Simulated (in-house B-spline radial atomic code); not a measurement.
A fraction x of an electron is removed from 4f in Dy2+, starting from [Xe] 4f10 and keeping the highest spin. Computed with an all-electron radial atomic-structure program (B-spline basis): scalar-relativistic (X2C) Hartree-Fock with fractional occupations, spin-polarised, spherical fractional occupations, Fermi nucleus of rms radius 5.2218 fm.

Caution: exact exchange at fractional occupations of open shells leaves self-interaction of up to several eV.

| x | E(x) - E(0) (eV) | 4f down level (eV) |
| --- | --- | --- |
| 0 | 0.0000 | -9.455 |
| 0.07 | 0.6875 | -10.193 |
| 0.17 | 1.7613 | -11.291 |
| 0.28 | 3.0721 | -12.552 |
| 0.43 | 5.0886 | -14.348 |
| 0.5 | 6.1231 | -15.212 |
| 0.52 | 6.4298 | -15.462 |
| 0.71 | 9.5970 | -17.894 |
| 0.76 | 10.5081 | -18.550 |
| 0.96 | 14.4851 | -21.236 |
| 1 | 15.3455 | -21.785 |

The exact functional would give a straight line between the two integer points. Deviations E(x) - E(0) - x[E(1) - E(0)], in eV: -0.387 at x = 0.07, -0.847 at x = 0.17, -1.225 at x = 0.28, -1.51 at x = 0.43, -1.55 at x = 0.5, -1.55 at x = 0.52, -1.298 at x = 0.71, -1.154 at x = 0.76, -0.247 at x = 0.96.

The curve lies below the straight line by up to 1.55 eV (at x = 0.5): with spherically averaged exact exchange in an open shell, this holds the self-interaction named above.

How well does Slater's transition state (minus the level at half occupation) give the ionisation energy?

It gives 15.212 eV against 15.345 eV from the two total energies; NIST lists 22.89 eV, ground level to ground level. The end point has an open shell averaged over its orbitals, so its exact exchange keeps a self-interaction and this is no true integer point.
